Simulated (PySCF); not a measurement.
## [Y(HCN)]3+ at several levels of theory

Computed with PySCF 2.14.0 (density fitting, no spin-orbit coupling) at the geometry relaxed with PBE0:

```xyz
4
[Y(HCN)]3+ (singlet)
Y     0.0000    0.0000   -0.5130
N     0.0000    0.0000    1.6598
C     0.0000    0.0000    2.8272
H     0.0000    0.0000    3.9452
```

| level | basis | state | HOMO (eV) | gap (eV) | charge on Y1 (e) | dipole about the centre of mass (D) | largest force component (eV/Å) |
| --- | --- | --- | --- | --- | --- | --- | --- |
| PBE0 | Y def2-SVP with ECP28, N def2-SVP, C def2-SVP, H def2-SVP | singlet | -27.38 | 7.02 | 2.43 | 1.65 | 0.00 |
| BP86 | the same | singlet | -26.24 | 4.81 | 2.37 | 1.96 | 1.51 |
| PBE0 | Y def2-TZVP with ECP28, N def2-TZVP, C def2-TZVP, H def2-TZVP | singlet | -27.28 | 6.92 | 2.54 | 1.70 | 0.88 |

Charges are Mulliken's, which hang on the basis. The relaxation used the grid (50, 194), these runs (75, 302) or, all-electron (x2c bases, spin-free X2C Hamiltonian), (99, 590).

Task: What does r2SCAN with Y def2-SVP with ECP28, N def2-SVP, C def2-SVP, H def2-SVP give here?

Result: state singlet, HOMO (eV) -26.30, gap (eV) 5.52, charge on Y1 (e) 2.43, dipole about the centre of mass (D) 1.71, largest force component (eV/Å) 0.48. Time: 8.5 s on 2 threads of Intel(R) Xeon(R) Processor @ 2.50GHz (Skylake/Cascade Lake) (shared host), from an already converged density.

In the first row's basis the gap widens with exact exchange: 4.8 to 5.5 eV for BP86, r2SCAN (none); 7.0 eV for PBE0 (a fixed share).
